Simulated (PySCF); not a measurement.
Species: (S)-tert-butyl(4-chlorophenyl)(methyl)phosphine borane, C₁₁H₁₉BClP.
Numbering: `[BH3-:1][P@@+:2]([CH3:3])([c:4]1[cH:5][cH:6][c:7]([Cl:8])[cH:9][cH:10]1)[C:11]([CH3:12])([CH3:13])[CH3:14]` (hydrogens: H15, H16, H17 on B1; H18, H19, H20 on C3; H21 on C5; H22 on C6; H23 on C9; H24 on C10; H25, H26, H27 on C12; H28, H29, H30 on C13; H31, H32, H33 on C14)
Bond orders are those of one Lewis drawing.

Computed by this run: PySCF 2.14.0, PBE0-D3(BJ)/def2-SVP geometry optimisation, gas phase; density fitting, grid level 1; the optimiser is geomeTRIC in internal coordinates, started from a GFN2-xTB structure with every atom displaced at random (about 0.01 Å).

Geometry at step 2:
```
atom  x, y, z in Å
B1     -1.5920   -3.8299   -1.8250
P2     -1.5401   -2.4914   -0.4566
C3     -1.8211   -3.2056    1.1922
C4      0.0738   -1.6556   -0.3529
C5      0.6267   -1.1797    0.8435
C6      1.8658   -0.5452    0.8612
C7      2.5720   -0.3780   -0.3291
Cl8     4.1105    0.4078   -0.3381
C9      2.0400   -0.8547   -1.5282
C10     0.8052   -1.4935   -1.5382
C11    -2.8099   -1.1191   -0.6616
C12    -2.7170   -0.1079    0.4803
C13    -2.5350   -0.4246   -1.9941
C14    -4.1929   -1.7717   -0.6868
H15    -0.6543   -4.5752   -1.5480
H16    -1.4553   -3.2704   -2.9029
H17    -2.6802   -4.3764   -1.6949
H18    -0.9836   -3.8817    1.4156
H19    -1.9114   -2.4533    1.9869
H20    -2.7407   -3.8055    1.1516
H21     0.0896   -1.3026    1.7862
H22     2.2927   -0.1792    1.7962
H23     2.6101   -0.7312   -2.4502
H24     0.4051   -1.8931   -2.4732
H25    -3.4166    0.7246    0.2962
H26    -2.9914   -0.5496    1.4506
H27    -1.7085    0.3247    0.5668
H28    -1.5567    0.0801   -2.0006
H29    -3.3057    0.3480   -2.1649
H30    -2.5702   -1.1310   -2.8354
H31    -4.2697   -2.5275   -1.4813
H32    -4.9568   -0.9986   -0.8755
H33    -4.4412   -2.2518    0.2724
```

**Question.** Give the atomic forces at this geometry.

**Answer.** 
```csv
atom,Fx (eV/Å),Fy (eV/Å),Fz (eV/Å)
B1,0.087,-0.135,0.038
P2,-0.093,0.080,-0.068
C3,0.005,-0.049,0.026
C4,0.101,0.042,-0.019
C5,-0.084,-0.001,-0.028
C6,0.101,0.055,0.086
C7,-0.214,-0.115,-0.120
Cl8,-0.026,-0.005,0.074
C9,0.118,0.033,-0.107
C10,-0.015,-0.015,0.069
C11,0.082,-0.006,0.134
C12,-0.005,0.015,0.012
C13,-0.063,0.101,-0.049
C14,-0.046,0.021,-0.026
H15,-0.068,0.068,-0.007
H16,0.002,0.021,-0.020
H17,-0.007,0.030,0.000
H18,-0.006,-0.002,0.000
H19,0.013,0.003,0.002
H20,0.000,0.007,0.002
H21,0.010,0.004,0.015
H22,-0.010,-0.001,0.019
H23,-0.010,-0.008,-0.024
H24,0.019,0.012,-0.001
H25,-0.005,-0.029,-0.012
H26,0.015,-0.005,-0.003
H27,-0.006,0.002,-0.015
H28,0.007,-0.025,0.005
H29,0.050,-0.056,0.011
H30,0.017,-0.017,-0.004
H31,0.007,-0.005,0.000
H32,0.019,-0.013,0.016
H33,0.003,-0.006,-0.006
```

The largest, 0.27 eV/Å, acts on C7; the rms over all components is 0.052 eV/Å. The forces sum to zero within rounding, as they must for an isolated molecule in no field.

**Question.** Give the force on C7 in Eh/bohr and in nN.

**Answer.** 0.271 eV/Å ÷ 51.422 = 0.00527 Eh/bohr, and 0.271 eV/Å × 1.602 = 0.43 nN.

**Question.** How far is this geometry from the end of the optimisation?

**Answer.** 0.009 eV above it, and 0.072 Å rms away after alignment. The bonds farthest from their final lengths, with half the difference of the two atoms' forces along the bond (positive lengthens):

| bond | now (Å) | final (Å) | force along bond (eV/Å) |
| --- | --- | --- | --- |
| P2–C11 | 1.881 | 1.875 | -0.10 |
| B1–H15 | 1.229 | 1.225 | -0.13 |
| C11–C13 | 1.528 | 1.530 | +0.09 |
| P2–C3 | 1.819 | 1.821 | +0.06 |
| C13–H29 | 1.105 | 1.102 | -0.10 |
| C7–C9 | 1.396 | 1.394 | -0.09 |

The angle farthest from its final value is C6–C7–Cl8, 120.7° against 119.5°.

The cost below is that of the whole optimisation. Hardware: Arm Neoverse V1, one thread, shared host with 32 logical CPUs at a one-minute load of 14. Cost: 16 min, 1.8 GiB resident at most.
